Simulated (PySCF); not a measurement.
# What a mistake does to a calculation on H4NSi2 anion

These are calculations, not measurements. The program is PySCF 2.14.0, an open-source quantum chemistry code, run on an isolated molecule that a program drew, which may never have been made. The molecule is H4NSi2 anion (charge -1, singlet), drawn as the SMILES string `[SiH2]=N[SiH2-]`.

Each row is a Hartree-Fock (HF) and frozen-core CCSD(T) single point in the aug-cc-pV(D+d)Z basis, meant for a local HF minimum. Run 1 is clean. Each other run has one planted mistake out of seven kinds, and not every kind appears here: one electron removed, one electron added, multiplicity raised by two, geometry at a saddle point, minimal basis STO-3G, one bond length entered in bohr, all coordinates scaled. The reference is restricted for singlets and unrestricted otherwise, and also for a bond in bohr. Adding or removing an electron swaps singlet and doublet. Electrons count all cores. HOMO and LUMO are orbital energies over both spins, the gradient is its largest component, and the lowest frequency (negative if imaginary) is given only where the gradient is small. Bond lengths are over the 6 bonds as drawn. T1 is the CCSD diagnostic: over 0.02 (restricted) or 0.045 (unrestricted) a single reference is doubtful.

Geometry of the clean run:
```xyz
7
H4NSi2 anion, angstrom
Si   -0.8264   -1.1463   -0.2051
N    -1.3451    0.3016   -0.4717
Si   -2.1909    1.8106   -0.0140
H    -0.7173   -1.8499    1.1025
H    -0.4100   -2.0839   -1.2775
H    -1.4155    2.8354   -0.8510
H    -1.5391    2.1626    1.3374
```

| run | electrons | basis functions | <S^2> | HOMO (eV) | LUMO (eV) | gradient (hartree/bohr) | lowest frequency (cm^-1) | mean bond (Å) | longest bond (Å) | T1 | HF (hartree) | CCSD(T) (hartree) | mistake |
|---|---|---|---|---|---|---|---|---|---|---|---|---|---|
| 1 | 40 | 123 | 0.000 | -1.42 | 3.56 | 3.7e-06 | 64 | 1.5664 | 1.789 | 0.0266 | -634.59608 | -635.06155 | no fault |
| 2 | 40 | 27 | 0.000 | 2.92 | 13.97 | 2.9e-02 | - | 1.5664 | 1.789 | 0.0138 | -626.98191 | -627.17737 | minimal basis STO-3G |
| 3 | 40 | 123 | 0.718 | -2.70 | 3.42 | 5.9e-02 | - | 1.8317 | 3.382 | 0.0848 | -634.50849 | -634.96697 | one bond length entered in bohr |
| 4 | 39 | 123 | 0.771 | -8.92 | 0.39 | 7.7e-02 | - | 1.5664 | 1.789 | 0.0205 | -634.58750 | -635.00601 | one electron removed |
| 5 | 40 | 123 | 0.000 | -1.11 | 3.54 | 6.5e-02 | - | 1.4880 | 1.700 | 0.0285 | -634.57721 | -635.03367 | all coordinates scaled |
| 6 | 40 | 123 | 2.029 | -0.37 | 3.54 | 9.9e-02 | - | 1.5664 | 1.789 | 0.0221 | -634.57618 | -635.01294 | ? |

**Which mistake was planted in run 6, and what did it cost?**

Electrons, basis and geometry are unchanged, and <S^2> is 2.029, beside S(S+1) = 2.00 for a multiplicity of 3. So the mistake is: multiplicity raised by two. Subtracting run 1 and multiplying by 627.51 kcal/mol a hartree, the energy moved by 12.5 kcal/mol in HF and 30.5 kcal/mol in CCSD(T).

Cautions from the logs. Run 1: T1 is over the limit, so its CCSD(T) energy is less reliable; run 2: the HOMO is above zero, so the electron isn't bound and the energy depends on the basis; run 3: T1 is over the limit, so its CCSD(T) energy is less reliable; run 5: T1 is over the limit, so its CCSD(T) energy is less reliable.
